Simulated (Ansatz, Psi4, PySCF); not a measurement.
Br$_{3}$Ti (SMILES [Br][Ti]([Br])[Br]), doublet, geometry from GFN2-xTB (such geometries of metal compounds can be far from the true shape) (the multiplicity is a formal guess). Base run: PySCF with PBE/STO-3G.

The PySCF input:
```python
from pyscf import gto, scf, dft

mol = gto.Mole()
mol.atom = '''
    Ti   -0.277942    0.256626    0.509917
    Br   -1.663306   -1.447197   -0.343932
    Br    0.032838    1.930198   -1.119157
    Br    1.805174   -0.644309    1.142570
'''
mol.basis = 'sto-3g'
mol.charge = 0
mol.spin = 1
mol.verbose = 4
mol.build()

mf = dft.UKS(mol)
mf.xc = 'pbe'
mf.kernel()
```

The same geometry, method and basis name were run in Ansatz (a program for electronic structure) and Psi4 and PySCF, at each program's defaults and at the settings that a row names. The base is PySCF at its defaults. Differences at the defaults can come from grids, fitting, cores and function types together.

```
code and settings                                                                             ΔE vs base (mEh)  basis functions       E (Eh)  SCF cycles  dipole (D)
--------------------------------------------------------------------------------------------  ----------------  ---------------  -----------  ----------  ----------
PySCF, defaults (exact integrals, its default grid, spherical functions)                                 0.000               72  -8477.38804           9        1.03
Psi4, defaults (density fitting with its default set, its default grid, spherical functions)            -5.935               72  -8477.39398           8        1.03
Ansatz, defaults (factorised integrals, its default grid, spherical functions)                           0.041               72  -8477.38800           -           -
PySCF, density fitting with def2-universal-jkfit                                                        -6.399               72  -8477.39444           9        1.03
PySCF, fine grid                                                                                         0.045               72  -8477.38800           9        1.03
Psi4, exact integrals, spherical functions, fine grid                                                    0.046               72  -8477.38800          11        1.03
Ansatz, high accuracy                                                                                    0.042               72  -8477.38800           -           -
```

Open shells are given as the SCF converged; they aren't shown to be the lowest states, and a large step between rows can be another state.
